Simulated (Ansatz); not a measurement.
Ga8N8, a nanocrystal cut from wurtzite GaN (bare). Total charge 0; triplet. Geometry PBE-D4/def2-SVP, that of the neutral singlet; atoms count from 1.

```csv
atom,x (Å),y (Å),z (Å)
N1,-4.107,0.669,-0.520
Ga2,-3.610,1.624,0.909
N3,-2.650,2.373,2.222
N4,-2.370,-1.360,-2.309
Ga5,-2.437,-0.118,-0.879
N6,-0.854,0.376,0.221
Ga7,-0.979,1.655,1.740
N8,0.515,2.210,2.765
Ga9,-0.659,-1.734,-2.261
N10,1.043,-1.673,-1.601
Ga11,0.783,-0.372,-0.185
N12,2.421,0.076,0.752
Ga13,1.749,1.240,1.987
Ga14,2.809,-2.118,-1.943
N15,4.428,-1.965,-1.133
Ga16,3.918,-0.884,0.235
```

Single mean-field runs in def2-TZVP are fitted with def2-universal-jkfit.

Q: Estimate the Mulliken populations from the PBE0/def2-TZVP orbitals of Ansatz.

A: 
```tsv
atom	charge (e)	spin (α − β)
N1	-0.33	0.60
Ga2	0.37	-0.21
N3	-0.33	0.60
N4	-0.42	0.06
Ga5	0.39	-0.02
N6	-0.48	0.02
Ga7	0.39	-0.02
N8	-0.42	0.06
Ga9	0.43	-0.01
N10	-0.32	0.02
Ga11	0.34	0.05
N12	-0.31	0.02
Ga13	0.42	-0.01
Ga14	0.32	0.46
N15	-0.38	-0.08
Ga16	0.31	0.46
```
Mulliken values depend strongly on the basis.

Q: Where does the spin sit?

A: Summed by element: N 1.31, Ga 0.69, of 2 unpaired in all. Largest on single atoms: N1 0.60, N3 0.60, Ga16 0.46.

Q: And the Mayer bond orders between heavy atoms (over 0.3)?

A: N1–Ga2 1.50 (1.79 Å); N1–Ga5 1.06 (1.88 Å); Ga2–N3 1.50 (1.79 Å); N3–Ga7 1.06 (1.88 Å); N4–Ga5 1.18 (1.90 Å); N4–Ga9 1.74 (1.75 Å); Ga5–N6 0.84 (1.99 Å); N6–Ga7 0.84 (1.99 Å); N6–Ga11 1.28 (1.84 Å); Ga7–N8 1.18 (1.90 Å); N8–Ga13 1.74 (1.75 Å); Ga9–N10 1.10 (1.83 Å); N10–Ga11 0.93 (1.94 Å); N10–Ga14 0.99 (1.85 Å); Ga11–N12 0.93 (1.94 Å); N12–Ga13 1.10 (1.83 Å); N12–Ga16 0.99 (1.85 Å); Ga14–N15 1.43 (1.82 Å); Ga14–Ga16 0.39 (2.74 Å); N15–Ga16 1.43 (1.82 Å).
